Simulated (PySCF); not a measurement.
**C+: interval between two levels**

C+ [He] 2s2 2p1 [2P3/2, M_J = 3/2] → C+ [He] 2s1 2p2 [4P5/2, M_J = 5/2], as a difference of total energies. Computed with PySCF 2.14 in x2c-TZVPall-2c with one added diffuse shell each of s, p, d type (6s4p3d1f, 40 functions), with the two-component X2C-1e Hamiltonian. Correlated levels: 1s2 frozen. "Screened" scales the spin-orbit matrix elements by Boettger's factors to mimic the two-electron term; Breit and QED terms are absent.

```
                    method  interval between two levels (cm⁻¹)
           GHF (spin-free)                               29183
          GMP2 (spin-free)                               37986
 GHF (screened spin-orbit)                               29183
GMP2 (screened spin-orbit)                               37986
```

Errors of the correlated levels include the incompleteness of this basis and the frozen core.

The labels give the starting determinants; with spin-orbit coupling the two ends relaxed to ⟨J²⟩ = 3.76, ⟨L²⟩ = 2.00, ⟨S²⟩ = 0.75 and ⟨J²⟩ = 8.75, ⟨L²⟩ = 2.00, ⟨S²⟩ = 3.75.

For comparison: 42990 cm⁻¹ (measured; NIST Handbook of Basic Atomic Spectroscopic Data (Sansonetti and Martin, J. Phys. Chem. Ref. Data 34, 1559 (2005))).
